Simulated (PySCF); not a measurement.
InHI₂, SMILES [I][InH][I].

Geometry optimised at r2SCAN-D4/def2-SVP. The def2 effective core potentials stand for the cores of I, In; spin–orbit coupling is left out.

Method: r2SCAN/def2-TZVPD in PySCF.

```json
{
 "total_energy": "-786.56099 hartree",
 "point_group": "C2v",
 "highest_occupied_level": "-6.81 eV",
 "lowest_empty_level": "-2.83 eV",
 "orbital_gap": "3.98 eV",
 "dipole_moment": "1.59 D",
 "quadrupole, principal values (traceless, Buckingham form, about the centre of nuclear charge)": "-5.35, 1.60, 3.75 D·Å",
 "mean_static_polarisability": "116.1 bohr³ (17.20 Å³)",
 "polarisability_principal_values": "82.8, 109.7, 155.7 bohr³"
}
```
